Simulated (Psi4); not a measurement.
C$_{6}$H$_{8}$ (SMILES CC1=CC=CC1), singlet, geometry from GFN2-xTB; CAM-B3LYP/def2-SVP run with Psi4 1.11.

Psi4 was given this input:
```
memory 2 GB

molecule mol {
0 1
C     2.152711   -0.158954    0.181545
C     0.672364   -0.115238    0.042192
C    -0.171508   -1.113536   -0.263608
C    -1.529228   -0.612492   -0.289443
C    -1.525192    0.694287    0.000055
C    -0.120406    1.143394    0.240827
H     2.625392    0.523583   -0.525406
H     2.524876   -1.163597   -0.003242
H     2.453246    0.145279    1.184632
H     0.093824   -2.136743   -0.463256
H    -2.387329   -1.222315   -0.510735
H    -2.369922    1.355683    0.061336
H     0.179635    1.925450   -0.459705
H     0.007828    1.547891    1.246967
}

set {
  basis def2-svp
  reference rks
}

energy('cam-b3lyp')
print_variables()
```

The log (banner, timings and long lists left out):

```
   => Loading Basis Set <=

    Name: DEF2-SVP
    Role: ORBITAL
    Keyword: BASIS

         ---------------------------------------------------------
                                   SCF
               by Justin Turney, Rob Parrish, Andy Simmonett
                          and Daniel G. A. Smith
                              RKS Reference
         ---------------------------------------------------------

  ==> Geometry <==

    Molecular point group: c1
    Full point group: C1

    Geometry (in Angstrom), charge = 0, multiplicity = 1:

       Center              X                  Y                   Z               Mass
    ------------   -----------------  -----------------  -----------------  -----------------
         C            2.191469231814    -0.146868384708     0.188120368607    12.000000000000
         C            0.711122231814    -0.103152384708     0.048767368607    12.000000000000
         C           -0.132749768186    -1.101450384708    -0.257032631393    12.000000000000
         C           -1.490469768186    -0.600406384708    -0.282867631393    12.000000000000
         C           -1.486433768186     0.706372615292     0.006630368607    12.000000000000
         C           -0.081647768186     1.155479615292     0.247402368607    12.000000000000
         H            2.664150231814     0.535668615292    -0.518830631393     1.007825032230
         H            2.563634231814    -1.151511384708     0.003333368607     1.007825032230
         H            2.492004231814     0.157364615292     1.191207368607     1.007825032230
         H            0.132582231814    -2.124657384708    -0.456680631393     1.007825032230
         H           -2.348570768186    -1.210229384708    -0.504159631393     1.007825032230
         H           -2.331163768186     1.367768615292     0.067911368607     1.007825032230
         H            0.218393231814     1.937535615292    -0.453129631393     1.007825032230
         H            0.046586231814     1.559976615292     1.253542368607     1.007825032230

  Running in c1 symmetry.

  Rotational constants: A =      0.27026  B =      0.11016  C =      0.08059 [cm^-1]
  Rotational constants: A =   8102.28014  B =   3302.63186  C =   2416.14065 [MHz]
  Nuclear repulsion =  218.283147458115337

  Charge       = 0
  Multiplicity = 1
  Electrons    = 44
  Nalpha       = 22
  Nbeta        = 22

  ==> Algorithm <==

  SCF Algorithm Type is DF.
  DIIS enabled.
  MOM disabled.
  Fractional occupation disabled.
  Guess Type is SAD.
  Energy threshold   = 1.00e-06
  Density threshold  = 1.00e-06
  Integral threshold = 1.00e-12

  ==> Primary Basis <==

  Basis Set: DEF2-SVP
    Blend: DEF2-SVP
    Number of shells: 60
    Number of basis functions: 124
    Number of Cartesian functions: 130
    Spherical Harmonics?: true
    Max angular momentum: 2

  ==> DFT Potential <==

   => LibXC <=

    Version 7.1.2
    S. Lehtola, C. Steigemann, M. J. T. Oliveira, and M. A. L. Marques,  SoftwareX 7, 1–5 (2018) (10.1016/j.softx.2017.11.002)

   => Composite Functional: CAM-B3LYP <=

    CAM-B3LYP Hyb-GGA Exchange-Correlation Functional

    T. Yanai, D. P. Tew, and N. C. Handy,  Chem. Phys. Lett. 393, 51 (2004) (10.1016/j.cplett.2004.06.011)

    Deriv               =              1
    GGA                 =           TRUE
    Meta                =          FALSE

    Exchange Hybrid     =           TRUE
    MP2 Hybrid          =          FALSE

   => Exchange Functionals <=

    0.3500         Becke 88 [omega = 0.3300]
    0.4600   Short-range recipe for B88 functional - erf [omega = 0.3300]

   => Exact (HF) Exchange <=

    0.4600            HF,LR [omega = 0.3300]
    0.1900               HF

   => Correlation Functionals <=

    0.1900   Vosko, Wilk & Nusair (VWN5)
    0.8100   Lee, Yang & Parr

   => LibXC Density Thresholds  <==

    XC_HYB_GGA_XC_CAM_B3LYP:  1.00E-14

   => Molecular Quadrature <=

    Radial Scheme          =       TREUTLER
    Pruning Scheme         =           NONE
[...]

  SCF_SUBTYPE=INCORE selected. In-core MEM_DF algorithm will be used.
  Using in-core AOs.

  ==> MemDFJK: Density-Fitted J/K Matrices <==

    J tasked:                   Yes
    K tasked:                   Yes
    wK tasked:                  Yes
    Omega:                3.300E-01
    Algorithm:                 Core
    Schwarz Cutoff:           1E-12
    Mask sparsity (%):       1.8991
    Fitting Condition:        1E-10

   => Auxiliary Basis Set <=

  Basis Set: (DEF2-SVP AUX)
    Blend: DEF2-UNIVERSAL-JKFIT
    Number of shells: 198
    Number of basis functions: 594
    Number of Cartesian functions: 694
    Spherical Harmonics?: true
    Max angular momentum: 4

  Minimum eigenvalue in the overlap matrix is 7.3129455189E-04.
  Reciprocal condition number of the overlap matrix is 1.0914217878E-04.
    Using symmetric orthogonalization.

  ==> Pre-Iterations <==

  SCF Guess: Superposition of Atomic Densities via on-the-fly atomic UHF (no occupation information).

   -------------------------
    Irrep   Nso     Nmo
   -------------------------
     A        124     124
   -------------------------
    Total     124     124
   -------------------------

  ==> Iterations <==

                           Total Energy        Delta E     RMS |[F,P]|

   @DF-RKS iter SAD:  -232.74619091134366   -2.32746e+02   0.00000e+00
   @DF-RKS iter   1:  -232.78821667670070   -4.20258e-02   5.93620e-03 ADIIS/DIIS
   @DF-RKS iter   2:  -232.88870704457125   -1.00490e-01   5.14125e-03 ADIIS/DIIS
   @DF-RKS iter   3:  -233.10615683713010   -2.17450e-01   3.39636e-04 ADIIS/DIIS
   @DF-RKS iter   4:  -233.10683160276804   -6.74766e-04   1.87079e-04 ADIIS/DIIS
   @DF-RKS iter   5:  -233.10709897555546   -2.67373e-04   4.97830e-05 DIIS
   @DF-RKS iter   6:  -233.10711740435187   -1.84288e-05   1.63560e-05 DIIS
   @DF-RKS iter   7:  -233.10711992301043   -2.51866e-06   3.63537e-06 DIIS
   @DF-RKS iter   8:  -233.10712014803298   -2.25023e-07   7.13802e-07 DIIS
  Energy and wave function converged.

  ==> Post-Iterations <==

   Electrons on quadrature grid:
      Ntotal   =   44.0000060051 ; deviation = 6.005e-06

    Orbital Energies [Eh]
    ---------------------

    Doubly Occupied:

[...]
      22A     -0.264467

    Virtual:

[...]
    Final Occupation by Irrep:
              A
    DOCC [    22 ]
    NA   [    22 ]
    NB   [    22 ]

  @DF-RKS Final Energy:  -233.10712014803298

   => Energetics <=

    Nuclear Repulsion Energy =            218.2831474581153373
    One-Electron Energy =                -744.7825237275823156
    Two-Electron Energy =                 318.9222236010107281
    DFT Exchange-Correlation Energy =     -25.5299674795767295
    Empirical Dispersion Energy =           0.0000000000000000
    VV10 Nonlocal Energy =                  0.0000000000000000
    Total Energy =                       -233.1071201480330046

Computation Completed

Properties will be evaluated at   0.000000,   0.000000,   0.000000 [a0]

Properties computed using the SCF density matrix

 Multipole Moments:

 ------------------------------------------------------------------------------------
     Multipole            Electronic (a.u.)      Nuclear  (a.u.)        Total (a.u.)
 ------------------------------------------------------------------------------------

 L = 1.  Multiply by 2.5417464519 to convert [e a0] to [Debye]
 Dipole X            :         -3.0045591            3.2226599            0.2181008
 Dipole Y            :         -0.8215726            1.0048885            0.1833158
 Dipole Z            :         -0.4842159            0.5467265            0.0625107
 Magnitude           :                                                    0.2916852

 ------------------------------------------------------------------------------------

  Variable Map:
  ----------------------------------------------------------------------------
[...]
  Array Variable Map:
  ----------------------------------------------------------------------------
[...]
[...]
```
